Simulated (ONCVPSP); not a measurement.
# Sn, ONCV: configuration errors across variants

ONCVPSP 4.0.1 input, shortened (lines: element, Z, core and valence counts, functional; n l f; lmax; l rc ep ncon nbas qcut; lloc lpopt rc5 dvloc0; l nproj debl; icmod fcfact rcfact), PBE, fully relativistic:

```
  Sn 50.00    6    5        4      upf
    1    0    2.00
    2    0    2.00
    2    1    6.00
    3    0    2.00
    3    1    6.00
    3    2   10.00
    4    0    2.00
    4    1    6.00
    4    2   10.00
    5    0    2.00
    5    1    2.00
    2
    0    1.55    0.00    3    6    7.00
    1    1.60    0.00    4    8   11.00
    2    1.50    0.00    3    8   12.40
    4    5    1.15    0.00
    0    2    2.50
    1    2    1.80
    2    2    3.10
    1    0.70    0.00
```

Open shells are filled in proportion to 2j + 1.

All-electron excitation energies from the reference (eV): (1) 4s2 4p6 4d10 5s2 5p1 6.888; (2) 4s2 4p6 4d10 5s2 5p0 20.859; (3) 4s2 4p6 4d10 5s1 5p0 51.830; (4) 4s1 4p6 4d10 5s2 5p2 142.134.

1 further variants failed, have other tests or too few solved ones, and are left out.

Errors AE − PS in meV (a dash: test not solved or not reliable):

| change | (1) | (2) | (3) | (4) | bound ghosts | GHOST(+) flags above zero |
| --- | --- | --- | --- | --- | --- | --- |
| base | +0.2 | +0.6 | -3.0 | -626 | none | none |
| all radii but the core radius scaled by about 0.77 (s 1.20, p 1.24, d 1.16 bohr); local potential polynomial inside 0.90 bohr (lpopt 5, dvloc0 0 Ha) | +0.4 | +1.2 | -0.6 | -297 | none | s |
| all radii but the core radius scaled by about 0.91 (s 1.42, p 1.46, d 1.36 bohr); local potential polynomial inside 1.04 bohr (lpopt 5, dvloc0 0 Ha) | +0.3 | +0.8 | -2.1 | -520 | none | s |
| all radii but the core radius scaled by about 1.10 (s 1.70, p 1.76, d 1.66 bohr); local potential polynomial inside 1.26 bohr (lpopt 5, dvloc0 0 Ha) | 0.0 | +0.3 | -4.1 | -740 | none | none |

(1) Give the same row for: all radii but the core radius scaled by about 1.23 (s 1.90, p 1.96, d 1.84 bohr); local potential polynomial inside 1.40 bohr (lpopt 5, dvloc0 0 Ha).

Answers

(1) +0.1, +0.2, -6.0, -808; bound ghosts: none; GHOST(+) flags above zero: none.
